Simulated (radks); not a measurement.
Spherical quantum dot in the effective-mass picture: electrons in a hard-walled sphere of radius 1.37, all in effective atomic units (hartree* = m*/eps^2 hartree, bohr* = eps/m* bohr), one dielectric constant everywhere. Method: non-relativistic Kohn-Sham, PBE, spin-polarised, spherical densities; computed with a radial shooting solver with Libxc functionals. Levels are named by radial order and angular momentum (1s, 1p, 1d, 2s, ...), and open shells are averaged over m. Results are scaled to m* = 0.436 and eps = 12.8, for which hartree* = 72.41 meV and bohr* = 1.554 nm.

N = 25, configuration 1s2 1p6 1d10 2s(up 1, down 0) 1f(up 6, down 0). This is the lowest configuration that the search found. Occupied and some empty levels:

level,occupation,eigenvalue (meV),<r> (nm)
1s up,1,1978.6,1.278
1s down,1,1996.0,1.281
1p up,3,2112.8,1.391
1p down,3,2129.3,1.389
1d up,5,2316.0,1.468
1d down,5,2333.2,1.466
2s up,1,2563.7,0.9865
1f up,6,2579.6,1.525
2s down,0,2595.7,0.9983
1f down,0,2597.7,1.523
1g up,0,2898.9,1.570
1g down,0,2917.7,1.569
2p up,0,2932.5,1.121
2p down,0,2952.5,1.128
2d up,0,3354.6,1.214
2d down,0,3369.6,1.217

Energy (meV): total 36305.1, kinetic 16151, external 0, Hartree 22362, exchange-correlation -2208.5.

Electron density:

r (nm),n(r) (e/nm^3)
0.0586,0.6314
0.218,0.6020
0.377,0.5545
0.536,0.5205
0.695,0.5375
0.854,0.6344
1.01,0.8117
1.17,1.023
1.33,1.174
1.49,1.155
1.65,0.9098
1.81,0.5013
1.97,0.1386
2.13,0.00009928
